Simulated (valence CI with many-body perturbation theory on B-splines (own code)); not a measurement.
Level structure of Lu XXXI

Computed by relativistic CI+MBPT: five valence electrons over a frozen Dirac-Fock core [Kr], a basis of 7 s, 7 p, 8 d, 6 f, 4 g, 1 h functions for each j, with the one-electron correlation potential Σ1, the two-electron term Σ2, the three-electron term Σ3, Breit, model QED; selected CI, second order for the rest, scaled by the run's own slope (own B-spline code, finite nucleus).

The last digits are not significant, and no measured levels were compared; by estimate large intervals hold to a few tenths of a per cent, small ones and those within an open d or f shell to about a per cent. Among the levels kept, up to 420 cm⁻¹ of a level comes from second order outside the variational space, and about a tenth of that is noise between levels of different J, which matters for small intervals. Only levels of the ground parity were solved; by the run's estimate the other parity begins above the list, which can be wrong where configurations are misplaced.

Levels 1 to 31 of 31, with energies above the lowest level, (4d3/2^4 4d5/2) J=5/2. "Leading %" is the weight of the configuration and term that name the level; weights of strongly mixed levels are sums over their largest components and can fall short, so below about 35 % the name and the second component can differ from the true leading terms, or belong to a minority configuration. In the jj column 3d3/2^4 stands for four electrons in 3d with j = 3/2. Lifetimes count E1, E2, E3, M1 and M2 decay at the calculated energies, and are blank where another channel may lead or the interval is too uncertain; long ones can be off by a factor of two.

```tsv
No.	Configuration	Term	J	E (cm⁻¹)	Leading %	Second component	Lifetime	Leading jj
1	4d5	4P	5/2	0	29	21 % 4d5 6S		4d3/2^4 4d5/2 (87 %)
2	4d5	6S	5/2	77265	38	23 % 4d5 2F	56.3 μs	4d3/2^3 4d5/2^2 (80 %)
3	4d5	4G	7/2	112160	37	22 % 4d5 4D	97.0 μs	4d3/2^3 4d5/2^2 (98 %)
4	4d5	4D	3/2	115670	42	31 % 4d5 4P	35.9 μs	4d3/2^3 4d5/2^2 (97 %)
5	4d5	4G	11/2	119240	40	39 % 4d5 2H		4d3/2^3 4d5/2^2 (96 %)
6	4d5	4G	9/2	129800	38	24 % 4d5 2G	11.8 ms	4d3/2^3 4d5/2^2 (92 %)
7	4d5	4D	5/2	136150	35	21 % 4d5 2D	307 μs	4d3/2^3 4d5/2^2 (85 %)
8	4d5	4P	1/2	141990	49	23 % 4d5 2S	1.84 ms	4d3/2^3 4d5/2^2 (83 %)
9	4d5	2F	7/2	151850	38	29 % 4d5 2G	965 μs	4d3/2^3 4d5/2^2 (94 %)
10	4d5	2D	3/2	188710	54	25 % 4d5 4F	179 μs	4d3/2^3 4d5/2^2 (76 %)
11	4d5	2D	5/2	189500	32	23 % 4d5 6S	20.4 μs	4d3/2^2 4d5/2^3 (79 %)
12	4d5	4D	7/2	209060	52	38 % 4d5 4G	41.1 μs	4d3/2^2 4d5/2^3 (97 %)
13	4d5	2I	11/2	214010	52	45 % 4d5 4G	58.9 μs	4d3/2^2 4d5/2^3 (97 %)
14	4d5	4G	9/2	218930	54	39 % 4d5 2G	60.4 μs	4d3/2^2 4d5/2^3 (92 %)
15	4d5	4D	1/2	225160	75	13 % 4d5 2S	32.8 μs	4d3/2^2 4d5/2^3 (95 %)
16	4d5	2I	13/2	230620	100		278 μs	4d3/2^2 4d5/2^3 (100 %)
17	4d5	4P	3/2	231940	53	33 % 4d5 4F	18.8 μs	4d3/2^2 4d5/2^3 (94 %)
18	4d5	2F	5/2	235850	41	28 % 4d5 4D	36.2 μs	4d3/2^2 4d5/2^3 (93 %)
19	4d5	2H	9/2	253360	52	47 % 4d5 4F	26.4 μs	4d3/2^2 4d5/2^3 (99 %)
20	4d5	2G	7/2	258300	61	34 % 4d5 2F	99.9 μs	4d3/2^2 4d5/2^3 (98 %)
21	4d5	4F	5/2	261990	61	24 % 4d5 2D	27.3 μs	4d3/2^2 4d5/2^3 (96 %)
22	4d5	2D	3/2	267610	88	6 % 4d5 4D	66.5 μs	4d3/2^2 4d5/2^3 (77 %)
23	4d5	4P	1/2	279990	35	34 % 4d5 2S	30.8 μs	4d3/2^2 4d5/2^3 (72 %)
24	4d5	2G	7/2	281470	42	39 % 4d5 2F	45.1 μs	4d3/2^2 4d5/2^3 (91 %)
25	4d5	2G	9/2	303450	72	15 % 4d5 2H	76.2 μs	4d3/2^2 4d5/2^3 (92 %)
26	4d5	4P	5/2	319030	35	24 % 4d5 2F	11.4 μs	4d3/2 4d5/2^4 (88 %)
27	4d5	4F	7/2	343980	31	30 % 4d5 2F	16.7 μs	4d3/2 4d5/2^4 (98 %)
28	4d5	2P	3/2	344350	65	32 % 4d5 2D	59.3 μs	4d3/2^2 4d5/2^3 (89 %)
29	4d5	2D	5/2	349940	68	21 % 4d5 2F	28.6 μs	4d3/2^2 4d5/2^3 (73 %)
30	4d5	2H	11/2	352110	58	26 % 4d5 2I	19.6 μs	4d3/2 4d5/2^4 (98 %)
31	4d5	2D	3/2	354340	28	25 % 4d5 4D	13.4 μs	4d3/2 4d5/2^4 (87 %)
```

The ionisation energy to 4d4 3P_0 of the next ion comes out as 1179.2 eV (NIST: 1178 ± 4 eV (theoretical)). All 31 levels together are meant to be complete up to 368740 cm⁻¹.
